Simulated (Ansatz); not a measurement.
Process, species as SMILES: ClB(Cl)Cl [trichloroborane] + 3 [H][H] (H2) → B (BH3) + 3 Cl (HCl)
Geometries: B3LYP-D3(BJ)/def2-TZVP minima from Ansatz (a first-principles code).
Geometry of the first species:
SMILES: B(Cl)(Cl)Cl
```xyz
4

B      0.0000     0.0000     0.0000
Cl     0.0051     1.7450    -0.0247
Cl     1.5085    -0.8773    -0.0189
Cl    -1.5136    -0.8677     0.0437
```
Charge 0, spin multiplicity 1.

Quantity: energy of full hydrogenation (electronic energy difference), in kcal/mol. Valence correlation only, unless marked. Spin-orbit coupling is left out. Non-relativistic. Basis-set limits of correlation are two-point, X^-3; Hartree-Fock from the larger set.

```
level                                               program  energy of full hydrogenation (kcal/mol)  minus last row
-------------------------------------------  --------------  ---------------------------------------  --------------
BLYP-D3(BJ)/def2-TZVPD                       Ansatz + dftd3                                     51.6             2.4
B3LYP-D4/def2-TZVPD                          Ansatz + dftd4                                     49.4             0.2
HSE06-D3(BJ)/def2-TZVPD                      Ansatz + dftd3                                     50.9             1.7
PBE-QIDH/def2-TZVPD                                  Ansatz                                     51.5             2.3
MP2/6-31G*                                           Ansatz                                     72.2            23.0
RI-MP2/CBS(aug-cc-pV(T+d)Z,aug-cc-pV(Q+d)Z)          Ansatz                                     55.3             6.1
SCS-MP2/STO-3G                                       Ansatz                                     79.2            30.0
SCS-MP2/cc-pV(T+d)Z                                  Ansatz                                     48.6            -0.6
CCSD(T)/cc-pV(Q+d)Z                                  Ansatz                                     48.4            -0.8
CCSD(T)/CBS(cc-pV(T+d)Z,cc-pV(Q+d)Z)                 Ansatz                                     49.2             0.0
```
